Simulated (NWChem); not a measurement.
## Polarisability of H3O (+1)

```xyz
4

O      0.0000     0.0774     0.0000
H     -0.4720    -0.2067     0.8177
H     -0.4720    -0.2067    -0.8177
H      0.9443    -0.2062     0.0000
```
Charge +1, spin multiplicity 1.

Program: NWChem. The geometry was optimised at B3LYP/def2-SVP, a minimum by its harmonic frequencies.

Basis set: aug-cc-pVDZ. Static limit.

```
method                isotropic polarisability (bohr³)  difference from CCSD linear response
--------------------  --------------------------------  ------------------------------------
CCSD linear response                              6.66                                  0.00
BHandHLYP                                         6.44                                 -0.21
PBE                                               6.77                                 +0.12
HF                                                6.24                                 -0.42
B3LYP                                             6.64                                 -0.02
```

The values span 0.54 bohr³, from HF (lowest) to PBE (highest). 

The correlated methods keep 1 core orbital frozen. B3LYP has NWChem's definition, with VWN1-RPA local correlation. The structure started from a generated list of species. Differences from the coupled-cluster row are differences between methods, not errors against experiment.
